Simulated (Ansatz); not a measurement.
Input file for Ansatz (a first-principles code): R-CCSD(T)/aug-cc-pVDZ on BrH3O (a complex). The run froze 15 orbitals, filled d shells among them.

Ansatz 0.2 input:
```yaml
crystal:
  periodic: [false, false, false]
  atoms:
    - {symbol: O, position_ang: [-0.18190976, 0.39201289, 0.47091361]}
    - {symbol: H, position_ang: [0.73983500, 0.47377152, 0.20090645]}
    - {symbol: H, position_ang: [-0.50177974, 1.29184150, 0.60203524]}
    - {symbol: Br, position_ang: [-0.45063422, -1.38061153, 3.26175380]}
    - {symbol: H, position_ang: [-0.36533442, -0.64374565, 2.01825976]}
basis:
  gaussian:
    orbitals: aug-cc-pVDZ
magnetization: {spin_polarized: false}
correlation: {method: ccsd_t, electrons: outside_noble_gas}
scf: {lower_state_search: off}
```

Task: Give the final energy of this run.

Result: -2649.4083 hartree (reference determinant -2649.0186, T1 diagnostic 0.010).
